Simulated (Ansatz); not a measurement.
Calculated with Ansatz (gas phase, PBE0-D4/def2-TZVP geometries, no zero-point term in ΔE). CCSD(T)/CBS is the MP2 limit (def2-TZVPP, def2-QZVPP) plus CCSD(T) − MP2 in def2-TZVPP, frozen cores. This one scheme is used for every species. Functionals use def2-TZVPP. Elements past krypton have def2 core potentials. For Mo outer-core shells are correlated without core-valence functions, which leaves a few kJ/mol of doubt a bond.

`[O]=[Mo]([F])([F])([Cl])[Cl]` + H–F → `[O]=[Mo]([F])([F])([F])[Cl]` + HCl  (ligand exchange at a Mo–Cl bond)

`[O]=[Mo]([F])([F])([Cl])[Cl]`:

```xyz
6

O     0.458    0.485   -1.585
Mo   -0.044    0.056   -0.086
F    -0.875    1.542    0.619
F    -1.773   -0.551   -0.281
Cl    0.533   -2.126    0.081
Cl    1.701    0.594    1.251
```

H–F:

```xyz
2

F    -0.269    0.148   -0.342
H     0.269   -0.148    0.342
```

`[O]=[Mo]([F])([F])([F])[Cl]`:

```xyz
6

O    -0.107   -1.003   -1.378
Mo   -0.032   -0.079   -0.027
F    -1.571    0.920   -0.111
F    -0.889   -0.972    1.330
F     1.506   -0.654    0.796
Cl    1.094    1.788   -0.609
```

HCl:

```xyz
2

Cl    0.169   -0.526   -0.321
H    -0.169    0.526    0.321
```

(1) Is it downhill or uphill in electronic energy at CCSD(T)/CBS, and by how much? (Estimate.)

(2) What do these levels give: r2SCAN-D4, ωB97X-V, B2PLYP, LC-ωPBE, HF/def2-QZVPP, SCS-MP2/def2-QZVPP? (An estimate is asked.)

(3) What do rigid-rotor, harmonic-oscillator terms from PBE0-D4/def2-TZVP frequencies (298.15 K, 1 bar) make of the CCSD(T)/CBS value? (Best estimate.)

Largest T1 diagnostic among the species: 0.024, so the coupled-cluster value is less sure than usual.

Answers

(1) Ansatz gave: Downhill: ΔE = -1.1 kcal/mol.

(2) Computed: r2SCAN-D4 -4.7, ωB97X-V -6.5, B2PLYP -3.2, LC-ωPBE -7.9, HF/def2-QZVPP -6.8, SCS-MP2/def2-QZVPP 0.0 kcal/mol.

(3) Computed: ΔZPE = -1.0 kcal/mol, ΔH = -2.3 kcal/mol, ΔS = 1 J/(mol·K), ΔG = -2.4 kcal/mol.

At CCSD(T), def2-SVP lies −4.9 kcal/mol from the extrapolated value and def2-TZVPP −1.8 kcal/mol. Leaving LDA and LC-ωPBE aside and taking each functional with its dispersion term where it has one, the values, not all of them listed here, spread over 5.2 kcal/mol, from ωB97X-V to PBE-QIDH. From BLYP to BHLYP (50 % exact exchange), in def2-TZVPP and without D4, ΔE moves by +1.0 kcal/mol.
